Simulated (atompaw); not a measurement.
**What one change does to a pseudopotential (phosphorus, PAW (atompaw))**

| Item | Value |
| --- | --- |
| Element | phosphorus (P) |
| Generator | atompaw 4.2.0.5 |
| Type | PAW |
| Functional | PBE |
| Relativity | non-relativistic |
| Frozen core | [Ne] |
| Valence charge | 5 |
| Reference configuration | 3s2 3p3 |
| Partial waves | 3s (bound): rc 1.50 bohr; 3s channel at 0.5 Ry: rc 1.35 bohr; 3p (bound): rc 1.50 bohr; 3p channel at 0.05 Ry: rc 1.50 bohr; 3d channel at 0.4 Ry: rc 1.20 bohr; 3d channel at 1.25 Ry: rc 1.20 bohr |
| Local potential | ultrasoft scheme with l = 3 at 1 Ry, radius 1.40 bohr |
| Core correction | smooth core density matched at 1.20 bohr |
| Augmentation charge | besselshape compensation charge, radius 1.20 bohr; PAW radius 1.50 bohr; waves and projectors: custom polynom gramschmidtortho |

All-electron outer shells of the reference configuration (PBE, non-relativistic, ld1.x):

```tsv
shell	level (eV)	outermost node (bohr)	outermost maximum (bohr)
2p	-124.51	–	0.36
3s	-13.90	0.66	1.58
3p	-5.52	0.64	1.83
```

Change: local potential ultrasoft scheme with l = 3 at 1 Ry, radius 0.74 bohr.

Cutoffs: the cutoffs (Ry, on a coarse ladder) from which the occupation-weighted sum of valence levels, in a spherical-Bessel basis at the reference potential, stays within 10 and 1 mRy of its value at 400 Ry; they do not see the model core or the augmentation charge, which bear on the density cutoff.

What does the change do?

The potential gets harder (21 Ry and 35 Ry → 21 Ry and 45 Ry); a bound ghost appears in p, s, which as a rule spoils a file; the range in which the p phases agree widens (upper end 1.1 → at the end of the scan). A state that the projectors do not describe sees the local part alone, so a deeper or shallower local part can create or remove a ghost.

```csv
quantity,base,changed
"cutoff, loose",21 Ry,21 Ry
"cutoff, tight",35 Ry,45 Ry
bound ghosts,none,"s, p"
s: phases at 1.51 bohr within 0.05 rad from the reference energy up to (Ry; the scan ends near 5),to the end of the scan,to the end of the scan
p: phases at 1.51 bohr within 0.05 rad from the reference energy up to (Ry; the scan ends near 5),1.1,to the end of the scan
d: phases at 1.51 bohr within 0.05 rad from the reference energy up to (Ry; the scan ends near 5),to the end of the scan,to the end of the scan
lowest overlap eigenvalue by channel,"s 0.09, p 0.73, d 0.99","s 0.32, p 0.73, d 0.97"
```

 A true bound ghost makes a file unfit for plane-wave use even where its test errors are small: the radial tests pick states by their node count and pass the ghost by. The cutoffs see the waves, projectors and local potential, not the compensation charge or the core.
